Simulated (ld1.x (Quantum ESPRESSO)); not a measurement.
## u(r) = r·R(r): atom against pseudo-atom (antimony (Sb))

Columns: radius, all-electron u(r) and pseudo u(r) of the 5p shell (level -4.84 eV) of antimony in the configuration [Kr] 4d10 5s2 5p3; PBEsol, scalar-relativistic, RRKJ scheme, ld1.x (Quantum ESPRESSO) 7.5.

```
r (bohr)  all-electron   pseudo
   0.130       -0.0131  -0.0007
   0.260       -0.1756  -0.0036
   0.390        0.0129  -0.0107
   0.520        0.2126  -0.0246
   0.650        0.2865  -0.0483
   0.780        0.2454  -0.0837
   0.910        0.1369  -0.1316
   1.040        0.0016  -0.1911
   1.170       -0.1348  -0.2593
   1.300       -0.2590  -0.3324
   1.430       -0.3652  -0.4052
   1.560       -0.4517  -0.4731
   1.690       -0.5195  -0.5318
   1.820       -0.5704  -0.5786
   1.950       -0.6065  -0.6126
   2.080       -0.6298  -0.6340
   2.210       -0.6424  -0.6448
   2.340       -0.6461  -0.6470
   2.470       -0.6427  -0.6428
   2.600       -0.6335  -0.6335
   2.730       -0.6197  -0.6197
   2.860       -0.6024  -0.6024
   2.990       -0.5824  -0.5824
   3.120       -0.5604  -0.5604
   3.250       -0.5372  -0.5372
   3.380       -0.5131  -0.5131
```

Question: How many radial nodes do the two functions have?

Answer: The all-electron 5p function has n − l − 1 = 3 (the table is too coarse to show those close to the nucleus); the pseudo-wave has 0, since the states of the same l below it are removed with the core.

Question: At about which radius was the pseudo-wave matched?

Answer: 2.60 bohr, where the columns begin to agree (steps of 0.13 bohr).

Question: Is the pseudo-wave norm-conserving?

Answer: Yes: the RRKJ scheme keeps the norm inside the radius equal to the all-electron one, which fixes the energy derivative of the logarithmic derivative at the level.
